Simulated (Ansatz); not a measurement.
Reactions of C$_{3}$H$_{6}$Sn (`C#[C][SnH2][CH3]`).

Computed with Ansatz on PBE0-D4/def2-TZVP structures; ΔE is electronic, products minus reactants. CCSD(T)/CBS is the MP2 limit (def2-TZVPP, def2-QZVPP) plus CCSD(T) − MP2 in def2-TZVPP, frozen cores. This one scheme is used for every species. DFT in def2-TZVPP. Triplets are unrestricted, without spin–orbit coupling. def2 core potentials past Kr. For Ge, Sn outer-core shells are correlated without core-valence functions, which leaves a few kJ/mol of doubt a bond. Scalar relativity is left out up to krypton. Each species was taken in one conformer, which may not be the lowest.

```tsv
reaction	ωB97M-V (eV)	B2PLYP (eV)	MP2/CBS(def2) (eV)	r2SCAN-D4 (eV)	CCSD(T)/CBS(def2) (eV)
`C#[C][SnH2][CH3]` + H₂ → `C#[C][SnH3]` + CH₄	-0.43	-0.45	-0.26	-0.42	-0.34
`C#[C][SnH2][CH3]` + H₂ → `[CH3][SnH3]` + `C#C`	-0.02	-0.01	0.16	0.01	0.06
`C#[C][SnH2][CH3]` + `N=CS` → `C/N=C/S` + `C#[C][SnH3]`	0.52	0.51	0.64	0.51	0.59
`C#[C][SnH2][CH3]` + H₂S → `C#CS` + `[CH3][SnH3]`	0.63	0.62	0.73	0.53	0.73
`C#[C][SnH2][CH3]` → `C1=[CH][SnH2][CH2]1`	-0.21	-0.10	-0.17	-0.32	-0.19
`C#[C][SnH2][CH3]` + H–F → `C#[C][SnH2][F]` + CH₄	-0.80	-0.85	-0.66	-0.87	-0.71
`C#[C][SnH2][CH3]` + `N[CH2][GeH3]` → `CN[CH2][GeH3]` + `C#[C][SnH3]`	0.54	0.56	0.68	0.54	0.62
`C#[C][SnH2][CH3]` → `C#[C][SnH3]` + `[CH2]` (triplet)	4.82	4.72	5.06	4.57	4.88
`C#[C][SnH2][CH3]` → `CC#[C][SnH3]`	0.02	0.02	0.15	-0.03	0.12
`C#[C][SnH2][CH3]` + CH₃SH → `C[S][SnH2][CH3]` + `C#C`	-0.39	-0.37	-0.45	-0.44	-0.42
```

Largest T1 diagnostic: 0.014, for `C#[C][SnH2][F]`.
